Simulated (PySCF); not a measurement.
**Radial density of Ni⁺ (nickel, charge +1)**

TPSS, [Ar] 3d9, 2D determinant. All numbers are calculated (PySCF 2.14, scalar relativity by spin-free X2C-1e, in x2c-SVPall).

```tsv
r (bohr)	4πr²ρ (e/bohr)	4πr²(ρα − ρβ)
0.000831	0.1726	0.0000
0.00140	0.4697	0.0000
0.00235	1.212	0.0000
0.00395	2.901	0.0000
0.00665	6.662	0.0000
0.0112	13.90	0.0000
0.0188	24.67	0.0001
0.0316	33.35	0.0001
0.0532	31.07	0.0005
0.0895	27.02	0.0050
0.151	37.46	0.0482
0.253	28.44	0.2569
0.426	16.13	0.7696
0.717	19.97	0.9960
1.21	7.503	0.5157
2.03	1.293	0.0959
3.41	0.1267	-0.0003
5.74	0.005136	-0.0003
```

Densities and radii are taken from the X2C orbitals without a picture-change correction, which distorts them close to the nucleus.

⟨S²⟩ = 0.84 against 0.75 shows spin contamination.
